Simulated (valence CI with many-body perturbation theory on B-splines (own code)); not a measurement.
The numbers below are computed, except where a source is named.
# Rh XIII: what each term of the Hamiltonian does

Level of theory: valence CI with perturbative core correlation (CI+MBPT): five valence electrons over a frozen Dirac-Fock core [Ar] 3d10, a basis of 9 s, 9 p, 8 d, 6 f, 3 g, 1 h functions for each j, with the one-electron correlation potential Σ1 (screened to all orders), the two-electron term Σ2, the three-electron term Σ3, Breit, model QED; selected single and double excitations, second order for the rest, scaled by the run's own slope (own B-spline code, finite nucleus).

No measured spectrum was set against this ion. As an estimate, levels hold to about 250 cm⁻¹ or 0.2 % of their energy and the worst to 1 %, as in measured heavy ions of charge 2 to 7; those with d or f electrons hold less well. Among the levels kept, up to 600 cm⁻¹ of a level comes from second order outside the variational space, and about a tenth of that is noise between levels of different J, which matters for small intervals.

Each rung adds one term. CI alone is the Dirac-Coulomb CI over the frozen core; QED comes last and gives the full result, which names the levels. Energies are above 4s2.4p3 4S°_3/2 on the same rung, in cm⁻¹.

Names give the largest LS component (configuration and term), which can be under half, so a name can repeat, a term be missing and a line seem to break the LS rules; names also repeat where a configuration has a term twice.

| Level | CI alone |
| --- | --- |
| 4s2.4p3 2D°_3/2 | 36114 |
| 4s2.4p3 2D°_5/2 | 49486 |
| 4s2.4p3 2P°_1/2 | 73217 |
| 4s2.4p3 2P°_3/2 | 101072 |
| 4s.4p4 4P_5/2 | 282253 |
| 4s.4p4 4P_3/2 | 306374 |
| 4s.4p4 4P_1/2 | 312101 |
| 4s.4p4 2D_3/2 | 349795 |
| 4s.4p4 2D_5/2 | 359064 |
| 4s.4p4 2S_1/2 | 397394 |
| 4s.4p4 2P_3/2 | 404241 |
| 4s2.4p2.4d 4F_3/2 | 438515 |
| 4s.4p4 2P_1/2 | 440659 |
| 4s2.4p2.4d 4F_5/2 | 449141 |
| 4s2.4p2.4d 2F_5/2 | 464064 |
| 4s2.4p2.4d 4F_7/2 | 467042 |

Problem. What do these energies become with core correlation, Breit and QED?

Solution. 4s2.4p3 2D°_3/2 35900 (-214); 4s2.4p3 2D°_5/2 49184 (-303); 4s2.4p3 2P°_1/2 72468 (-750); 4s2.4p3 2P°_3/2 100773 (-298); 4s.4p4 4P_5/2 284022 (+1769); 4s.4p4 4P_3/2 308312 (+1937); 4s.4p4 4P_1/2 313824 (+1723); 4s.4p4 2D_3/2 350015 (+221); 4s.4p4 2D_5/2 359536 (+472); 4s.4p4 2S_1/2 395446 (-1948); 4s.4p4 2P_3/2 402238 (-2003); 4s2.4p2.4d 4F_3/2 438887 (+372); 4s.4p4 2P_1/2 439399 (-1261); 4s2.4p2.4d 4F_5/2 449605 (+464); 4s2.4p2.4d 2F_5/2 464876 (+812); 4s2.4p2.4d 4F_7/2 467875 (+833).

Problem. How does the ionisation energy move along the ladder, and which term matters most?

Solution. CI alone 277.67, + Σ1 278.68, + Σ2 278.59, + Σ3 278.46, + Breit 278.37, + QED 278.37 eV. The largest step is Σ1, 1.01 eV. NIST lists 277 ± 3 eV (theoretical).
